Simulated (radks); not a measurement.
The numbers below are computed, except where a source is named.
Ionisation of Os3+, [Xe] 4f14 5d5, to Os4+, [Xe] 4f14 5d4, under several functionals. Scalar-relativistic Kohn-Sham, spin-unpolarised, spherical densities, point nucleus; a radial shooting solver on a logarithmic mesh with Libxc functionals. Known Delta-SCF values: LDA (Slater exchange, VWN5 correlation) 41.803 eV; Wu-Cohen GGA 41.520 eV. What does BLYP give, and what is its highest occupied eigenvalue?

Answer. 41.386 eV by Delta-SCF; the 5d eigenvalue is -34.897 eV. NIST: 41 eV (theoretical).

Beside tabulated values, note that spin-unpolarised runs miss the spin-polarisation part of the exchange energy of open shells.
